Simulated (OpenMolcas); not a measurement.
# I5+: effect of the active space

```
Program             : OpenMolcas
Method              : CASSCF or its RAS form
Basis               : ANO-RCC
Scalar Hamiltonian  : DKH2, point nucleus
Spin-orbit coupling : state interaction with AMFI integrals over the reference wave functions, term energies averaged over their components
```

A. 2 electrons in 8 orbitals (5s 5p 6s 6p); 2S+1 = 3 even, 3 roots; 2S+1 = 1 even, 7 roots; 2S+1 = 3 odd, 3 roots; 2S+1 = 1 odd, 3 roots; cost roughly 40 core-seconds
B. 2 electrons in 9 orbitals (RAS2 5s 5p; RAS3 5d, at most 2 electrons); 2S+1 = 3 even, 3 roots; 2S+1 = 1 even, 7 roots; 2S+1 = 3 odd, 3 roots; 2S+1 = 1 odd, 3 roots; cost of the order of 40 core-seconds

Energies in eV above 5s² ¹S₀, the measured ground level; measured values from the list in Rauch et al., Astron. Astrophys. 606, A105 (2017).

```tsv
Level	A	B	Measured
5s² ¹S₀	0.0000	0.0000	0.0000
5s 5p ³P°₀	10.1490	9.9582	10.6212
5s 5p ³P°₁	10.5848	10.3828	11.0670
5s 5p ³P°₂	11.6754	11.4800	12.3594
5s 5p ¹P°₁	17.0054	16.0885	15.7985
5p² ³P₀	24.8186	24.5644	24.8074
5p² ³P₁	25.6099	25.3893	25.8475
5p² ³P₂	26.2602	26.6966	
5p² ¹D₂	28.0511	25.1815	25.9662
```

Deviations, from unrounded energies. A percentage is the sum of absolute deviations over the sum of measured energies, with the sign that they share, or ± where signs differ.

```json
{"Against measurement": "mean absolute deviation (cm-1)", "Levels": "7", "A": "6000", "B": "4600"}
{"Against measurement": "other configurations (%)", "Levels": "7", "A": "±4.1", "B": "±3.2"}
```

B lies closest to measurement on these levels. The largest miss of B in the table is 5s 5p ³P°₂, by -7100 cm-1. The ranking rests on the paired levels alone, and a cruder setting can come out closer through cancelling errors.

Between A and B the level of the table that moves most is 5p² ¹D₂, by 23000 cm-1 (lowest in B, highest in A).

Active for correlation alone: 6p 6s; no level in the range computed is led by a configuration that fills them, so any true level of that kind is missing (holds for A). The ¹D term of p² mixes with s d, which this space lacks (holds for A). Active for correlation alone: 5d; no level in the range computed is led by a configuration that fills it, so any true level of that kind is missing (holds for B). Some terms mix strongly with configurations of 5d, whose occupation reaches 0.21 (5p² ¹D) (holds for B). Computed and measured levels are paired by configuration, term and J; levels that our copy of the source lacks, or whose pairing is in doubt (as where it misses far off the trend of its configuration), stay unpaired and out of the deviations. Only configurations of the active space appear. Levels that lie high or do not pair safely by name in every column are left out.

° marks odd parity.
